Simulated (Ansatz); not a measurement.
```yaml
crystal:
  periodic: [false, false, false]
  atoms:
    - {symbol: C, position_ang: [0.790686, 0.956349, 3.978248]}
    - {symbol: C, position_ang: [0.427435, -2.312887, 3.282943]}
    - {symbol: Al, position_ang: [-0.426011, -3.296550, -0.806690]}
    - {symbol: O, position_ang: [-0.673239, -0.570995, -3.321220]}
    - {symbol: Si, position_ang: [-0.729635, 2.518060, -5.102839]}
    - {symbol: H, position_ang: [1.269206, 1.338988, 6.305871]}
    - {symbol: H, position_ang: [-1.194350, 2.204415, 3.444744]}
    - {symbol: H, position_ang: [2.580876, 1.941516, 2.710695]}
    - {symbol: H, position_ang: [-1.321692, -3.275824, 4.644717]}
    - {symbol: H, position_ang: [2.411195, -3.535711, 3.924526]}
    - {symbol: H, position_ang: [-0.916626, -6.543331, -1.968897]}
    - {symbol: H, position_ang: [0.200215, 4.997844, -3.172742]}
    - {symbol: H, position_ang: [-3.753149, 3.132312, -6.195226]}
    - {symbol: H, position_ang: [1.306932, 2.381569, -7.660991]}
basis:
  gaussian: {orbitals: def2-SVPD}
hamiltonian: {xc: {name: r2SCANh}, dispersion: d4}
output: {forces: true}
```

```sh
$ ansatz run in.yaml --threads 4 --pin off --events-out ev --progress --plain --max-ram 10444MiB
```

Output, abridged:

```
Functional definition: r2SCANh
1556 factors; their error is unknown
mean field evaluation 1: about -18639.0338 eV, gradient 9.1e1 eV
mean field evaluation 2: about -18045.2321 eV, gradient 1.9e2 eV
mean field evaluation 4: about -18511.2096 eV, gradient 1.2e2 eV
mean field evaluation 8: about -18675.0438 eV, gradient 5.6e0 eV
mean field evaluation 16: about -18676.1679 eV, gradient 2.0e-1 eV
mean field evaluation 32: about -18676.1950 eV, gradient 1.0e-4 eV
mean field evaluation 192: about -18676.1189 eV, gradient 2.1e-4 eV
mean field -18676.19499064 eV, -686.3375067265 hartree, gradient 2.0e-6 eV, S^2 0.000000; 10 other end points of the search recorded, 0 dependent functions left out
reference -18676.19501997 eV, -686.3375078041 hartree; 28, 28 occupied and 155, 155 virtual orbitals, 1556 factors
Total energy: -18676.25717287 eV, -686.3397918813 hartree
Atom 0 at     0.790686     0.956349     3.978248 Å, force     0.196328     1.873623     0.342428 eV/Å
Atom 1 at     0.427435    -2.312887     3.282943 Å, force     0.227614    -1.605822     1.758489 eV/Å
Atom 2 at    -0.426011    -3.296550    -0.806690 Å, force    -0.089988    -0.045877    -0.459278 eV/Å
Atom 3 at    -0.673239    -0.570995    -3.321220 Å, force     0.010317     0.278036    -0.095118 eV/Å
Atom 4 at    -0.729635     2.518060    -5.102839 Å, force     0.000586     0.294906    -0.136315 eV/Å
Atom 5 at     1.269206     1.338988     6.305871 Å, force    -0.418349    -0.334330    -2.035465 eV/Å
Atom 6 at    -1.194350     2.204415     3.444744 Å, force     1.757598    -1.108471     0.471160 eV/Å
Atom 7 at     2.580876     1.941516     2.710695 Å, force    -1.586136    -0.875655     1.121456 eV/Å
Atom 8 at    -1.321692    -3.275824     4.644717 Å, force     1.761335     0.872035    -1.268622 eV/Å
Atom 9 at     2.411195    -3.535711     3.924526 Å, force    -1.972082     1.131631    -0.548082 eV/Å
Atom 10 at    -0.916626    -6.543331    -1.968897 Å, force     0.088594     0.601109     0.204009 eV/Å
Atom 11 at     0.200215     4.997844    -3.172742 Å, force    -0.315506    -0.859807    -0.647638 eV/Å
Atom 12 at    -3.753149     3.132312    -6.195226 Å, force     1.054692    -0.241116     0.388530 eV/Å
Atom 13 at     1.306932     2.381569    -7.660991 Å, force    -0.715004     0.019737     0.904445 eV/Å
Dipole moment:    -0.097140    -0.542111    -0.305463 e Å
```

(1) Something in this input is off. What?

Results:

(1) The geometry is stretched to more than twice its size. Self-consistency was reached. The result belongs to that input, not to the molecule as meant.
